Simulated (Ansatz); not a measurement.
Z-matrix (Å, degrees):
```
Si
Cl 1 2.038
N 1 1.695 2 108.8
F 1 1.591 2 106.1 3 120.9
H 1 1.472 2 111.2 3 -123.5
Ge 3 1.831 1 129.6 2 22.3
H 3 1.011 1 116.1 2 -152.3
Cl 6 2.155 3 109.4 1 -89.7
H 6 1.531 3 108.1 1 154.8
H 6 1.526 3 109.6 1 28.0
```

Total charge 0; spin multiplicity 1.

Q: List the PBE0/def2-TZVPP orbital energies in eV (Ansatz). (An estimate is asked.)

A: Ansatz gave: Occupied: -10861.30, -2767.63, -2767.20, -1804.67, -1359.49, -1209.32, -1209.30, -1209.29, -674.01, -391.76, -259.50, -259.04, -197.77, -197.65, -197.64, -197.33, -197.18, -197.18, -172.26, -146.76, -122.10, -122.04, -122.00, -101.48, -101.43, -101.39, -34.97, -34.93, -34.86, -34.81, -34.80, -33.45, -24.47, -23.35, -22.72, -16.32, -15.70, -14.01, -13.17, -13.03, -12.31, -11.48, -11.01, -10.81, -10.51, -9.81, -9.59, -9.08, -8.89, -8.51. Lowest empty: -0.14, 0.13, 0.58, 1.11, 1.33, 1.69, 1.82, 2.55.
